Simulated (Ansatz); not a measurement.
`[SiH3][SiH]1BO1` + `[AsH3]` → `[SiH3][AsH2]` + `B1O[SiH2]1` at 400 K and 1 bar (cleavage of the Si–Si bond).

Isolated molecules relaxed with PBE0-D4/def2-TZVP in Ansatz; ΔE leaves out vibrations. CCSD(T)/CBS is the MP2 limit (def2-TZVPP, def2-QZVPP) plus CCSD(T) − MP2 in def2-TZVPP, frozen cores. For As outer-core shells are correlated without core-valence functions, which leaves a few kJ/mol of doubt a bond. Scalar relativity is left out up to krypton.

```csv
species,CCSD(T)/CBS energy (Eh),H − E (kJ/mol),S (J/(mol·K))
`[SiH3][SiH]1BO1`,-681.13719,161.5,361.9
`[AsH3]`,-2236.79077,72.0,234.9
`[SiH3][AsH2]`,-2527.08228,128.9,317.0
`B1O[SiH2]1`,-390.85529,105.2,284.1
```

H − E and S are ideal-gas, rigid-rotor, harmonic terms from PBE0-D4/def2-TZVP, for one conformer and one mirror image of each species. 1 Eh = 2625.50 kJ/mol, R = 8.31446 J/(mol·K).

Problem. By hand: ΔE, ΔH, ΔS and ΔG.

Solution. ΔE = (-2527.08228) + (-390.85529) − (-681.13719) − (-2236.79077) = -0.00961 Eh = -25.2 kJ/mol. Δ(H − E) = 128.9 + 105.2 − 161.5 − 72.0 = 0.6, so ΔH = -24.6 kJ/mol. ΔS = 317.0 + 284.1 − 361.9 − 234.9 = 4.3 J/(mol·K). ΔG = -24.6 − 400 × (4.3)/1000 = -26.3 kJ/mol.

Problem. By hand: the equilibrium constant, and the temperature at which ΔG would vanish if ΔH and ΔS stayed fixed.

Solution. log₁₀ K = −ΔG/(RT ln 10) = 3.4. ΔH and −TΔS have one sign here, so there is no such temperature.

The number of gas molecules stays the same, so ΔS is small and ΔH decides. A doubt of 5 kJ/mol in ΔE shifts log₁₀ K by 0.7 here. Other conformers and mirror images would add mixing entropy, several J/(mol·K) or more a flexible species. These are equilibria of isolated gas molecules and say nothing of rates. Largest T1 diagnostic: 0.017 (customary marks: 0.02 for closed shells, 0.045 for open ones).

ΔS is within the doubt of such terms, so its sign, and with it that verdict, could turn.
